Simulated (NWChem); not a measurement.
System: C$_{4}$H$_{6}$Si; SMILES C=CC#C[SiH3]

```xyz
11

C      0.5289    -3.0154    -0.0448
C     -0.4586    -2.1120     0.0478
C     -0.2658    -0.7039     0.0300
C     -0.1290     0.5113     0.0172
Si     0.0872     2.3268    -0.0032
H      1.5739    -2.7110    -0.1427
H      0.3092    -4.0853    -0.0244
H     -1.4966    -2.4531     0.1451
H      0.7469     2.7446    -1.2758
H      0.9392     2.7491     1.1478
H     -1.2431     2.9959     0.1012
```
Atoms are numbered in this order, from 1.

Level: PBE0/def2-SVP (NWChem), optimised geometry, unscaled harmonic frequencies. 

```json
[
 {"frequency (cm⁻¹)": "18", "IR intensity (km/mol)": "0.0"},
 {"frequency (cm⁻¹)": "107", "IR intensity (km/mol)": "2.2"},
 {"frequency (cm⁻¹)": "136", "IR intensity (km/mol)": "4.2"},
 {"frequency (cm⁻¹)": "269", "IR intensity (km/mol)": "1.3"},
 {"frequency (cm⁻¹)": "370", "IR intensity (km/mol)": "1.1"},
 {"frequency (cm⁻¹)": "482", "IR intensity (km/mol)": "18.8"},
 {"frequency (cm⁻¹)": "605", "IR intensity (km/mol)": "7.3"},
 {"frequency (cm⁻¹)": "678", "IR intensity (km/mol)": "41.7"},
 {"frequency (cm⁻¹)": "683", "IR intensity (km/mol)": "54.6"},
 {"frequency (cm⁻¹)": "712", "IR intensity (km/mol)": "16.7"},
 {"frequency (cm⁻¹)": "929", "IR intensity (km/mol)": "398.0"},
 {"frequency (cm⁻¹)": "941", "IR intensity (km/mol)": "40.7"},
 {"frequency (cm⁻¹)": "942", "IR intensity (km/mol)": "44.6"},
 {"frequency (cm⁻¹)": "959", "IR intensity (km/mol)": "45.3"},
 {"frequency (cm⁻¹)": "982", "IR intensity (km/mol)": "31.3"},
 {"frequency (cm⁻¹)": "1007", "IR intensity (km/mol)": "13.1"},
 {"frequency (cm⁻¹)": "1131", "IR intensity (km/mol)": "40.5"},
 {"frequency (cm⁻¹)": "1298", "IR intensity (km/mol)": "3.4"},
 {"frequency (cm⁻¹)": "1422", "IR intensity (km/mol)": "4.4"},
 {"frequency (cm⁻¹)": "1700", "IR intensity (km/mol)": "9.9"},
 {"frequency (cm⁻¹)": "2240", "IR intensity (km/mol)": "117.2"},
 {"frequency (cm⁻¹)": "2241", "IR intensity (km/mol)": "99.6"},
 {"frequency (cm⁻¹)": "2243", "IR intensity (km/mol)": "103.4"},
 {"frequency (cm⁻¹)": "2286", "IR intensity (km/mol)": "44.4"},
 {"frequency (cm⁻¹)": "3170", "IR intensity (km/mol)": "2.5"},
 {"frequency (cm⁻¹)": "3180", "IR intensity (km/mol)": "2.1"},
 {"frequency (cm⁻¹)": "3287", "IR intensity (km/mol)": "1.1"}
]
```

| Quantity | Result |
|---|---|
| zero-point energy | 48.6 kcal/mol |
| thermal correction to the enthalpy at 298.15 K (with zero-point energy) | 53.6 kcal/mol |
| heat capacity Cv | 23.0 cal/(mol K) |
| entropy at 298.15 K and 1 atm (symmetry number 1) | 84.0 cal/(mol K) |
| dipole moment | 1.11 D |

Rigid rotor and harmonic oscillator; modes under 100 cm⁻¹ make the entropy uncertain.
